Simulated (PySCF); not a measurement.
`C/C(=C/C#N)SC(F)(F)F`, C$_{5}$H$_{4}$F$_{3}$NS

Molfile (atoms numbered from 1):
```
C5H4F3NS
     RDKit          3D

 14 13  0  0  0  0  0  0  0  0999 V2000
   -0.7800   -1.3069    0.1706 C   0  0  0  0  0  0  0  0  0  0  0  0
   -0.6147    0.1586   -0.0168 C   0  0  0  0  0  0  0  0  0  0  0  0
   -1.4540    1.0776    0.4773 C   0  0  0  0  0  0  0  0  0  0  0  0
   -1.2871    2.4636    0.3106 C   0  0  0  0  0  0  0  0  0  0  0  0
   -1.1670    3.5985    0.1980 N   0  0  0  0  0  0  0  0  0  0  0  0
    0.7144    0.7342   -1.0590 S   0  0  0  0  0  0  0  0  0  0  0  0
    2.0681   -0.3958   -0.5515 C   0  0  0  0  0  0  0  0  0  0  0  0
    1.9208   -1.6383   -1.0188 F   0  0  0  0  0  0  0  0  0  0  0  0
    3.2148    0.0741   -1.0194 F   0  0  0  0  0  0  0  0  0  0  0  0
    2.1711   -0.4924    0.7748 F   0  0  0  0  0  0  0  0  0  0  0  0
   -0.7097   -1.8258   -0.7845 H   0  0  0  0  0  0  0  0  0  0  0  0
   -1.7474   -1.5190    0.6198 H   0  0  0  0  0  0  0  0  0  0  0  0
   -0.0076   -1.7074    0.8276 H   0  0  0  0  0  0  0  0  0  0  0  0
   -2.3223    0.7785    1.0492 H   0  0  0  0  0  0  0  0  0  0  0  0
  1  2  1  0
  2  3  2  0
  3  4  1  0
  4  5  3  0
  2  6  1  0
  6  7  1  0
  7  8  1  0
  7  9  1  0
  7 10  1  0
  1 11  1  0
  1 12  1  0
  1 13  1  0
  3 14  1  0
M  END
```

Computed with GIAO PBE/pcSseg-1 magnetisability, rotational g tensor and spin-rotation constants, non-relativistic, gas phase in PySCF 2.14.0. Geometry: GFN2-xTB.

Task: Give the nuclear spin-rotation constants along the inertial axes (H = +C I·J) beside the isotropic shieldings.

Result: Rotational constants 2.0499, 0.7424, 0.6255 GHz. A star marks the isotopologue with that one atom substituted, in its own axes.
```csv
atom,isotope,Caa (kHz),Cbb (kHz),Ccc (kHz),mean (kHz),σ (ppm)
N5,14N,0.374,0.076,0.146,0.199,-66.2
F8,19F,2.956,1.235,1.075,1.755,189.9
F9,19F,2.789,1.069,1.051,1.637,209.7
F10,19F,3.794,1.284,0.721,1.933,195.2
H11,1H,-0.155,-0.073,-0.009,-0.079,29.2
H12,1H,-0.119,-0.010,-0.075,-0.068,29.4
H13,1H,-0.097,-0.073,-0.024,-0.065,28.8
H14,1H,-0.118,0.015,-0.065,-0.056,26.2
C1,13C*,0.358,0.108,0.104,0.190,154.4
C2,13C*,0.809,0.382,0.122,0.438,19.3
C3,13C*,0.511,0.297,0.113,0.307,79.3
C4,13C*,0.680,0.093,0.277,0.350,64.2
S6,33S*,0.664,0.305,0.230,0.400,262.9
C7,13C*,0.683,0.257,0.208,0.383,35.9
```
For the geometry as given, no vibrational averaging.
